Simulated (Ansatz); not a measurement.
Job for Ansatz (a quantum-chemistry and plane-wave program): U-BLYP/def2-TZVPP on Cl (SMILES [Cl]).

Ansatz 0.2 input:
```yaml
crystal:
  periodic: [false, false, false]
  atoms:
    - {symbol: Cl, position_ang: [0.00000000, 0.00000000, 0.00000000]}
basis:
  gaussian:
    orbitals: def2-TZVPP
hamiltonian:
  xc: {name: BLYP}
magnetization: {spin_polarized: true, initial_magnetization: 1}
```

Output:

```
WARN ansatz: RAYON_NUM_THREADS=4 ignored (pool sized by the plan → 4); use --threads N
Functional definition: BLYP
integrals: 0.00 GiB planned
294 factors; their error is unknown
mean field: 0.12 GiB planned
mean field evaluation 1: about -12521.2069 eV, gradient 5.3e0 eV
mean field evaluation 2: about -12521.2930 eV, gradient 3.5e0 eV
mean field evaluation 4: about -12521.3373 eV, gradient 6.6e-2 eV
mean field evaluation 8: about -12521.3286 eV, gradient 9.2e-4 eV
mean field evaluation 16: about -12521.3286 eV, gradient 2.3e-5 eV
mean field evaluation 32: about -12521.3286 eV, gradient 5.4e-5 eV
mean field -12521.32859265 eV, -460.1503385185 hartree, gradient 5.4e-5 eV, S^2 0.752432; 2 other end points of the search recorded, 0 dependent functions left out
reference -12521.32880081 eV, -460.1503461684 hartree; 9, 8 occupied and 33, 34 virtual orbitals, 294 factors
Total energy: -12521.32880081 eV, -460.1503461684 hartree
```

Self-consistency was reached.

Cost: around 0.7 core-seconds (rough).
